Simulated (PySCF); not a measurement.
# SrH, CCSD: how much the basis matters

PySCF, UHF reference; doublet, unpaired electrons σ ↑; De to Sr + H without counterpoise correction. Frozen cores follow the default of each basis and core potential.

```
     basis                           relativity  functions  Re (Å)  ωe (cm⁻¹)  De (eV)  frozen orbitals
  def2-SVP  scalar-relativistic core potentials         28   2.184       1171     1.39                0
 def2-SVPD  scalar-relativistic core potentials         34   2.161       1196     1.66                0
 def2-TZVP  scalar-relativistic core potentials         39   2.187       1138     1.37                0
x2c-SVPall                        spin-free X2C         55   2.132       1152     1.50                9
```

Task: How does each smaller set differ from the one with most functions, x2c-SVPall?

Result: def2-SVP: +5.2 pm, +1.6 % in ωe, -0.11 eV in De; def2-SVPD: +2.9 pm, +3.8 % in ωe, +0.16 eV in De; def2-TZVP: +5.5 pm, -1.2 % in ωe, -0.13 eV in De. All at CCSD; the set with most functions is neither the basis-set limit nor always the best. The rows treat relativity differently, so the differences are not basis effects alone.

Correlated steps freeze the inner cores (0 to 9 orbitals); shallow outer-core shells are correlated. Correlated levels converge slowly with the basis: in double zeta they bind strong bonds too weakly, by up to about 1 eV, and carry superposition errors of some tenths. Spin–orbit coupling is left out. The state is the lowest determinant that a PBE0 search found; another state may lie lower at other levels.
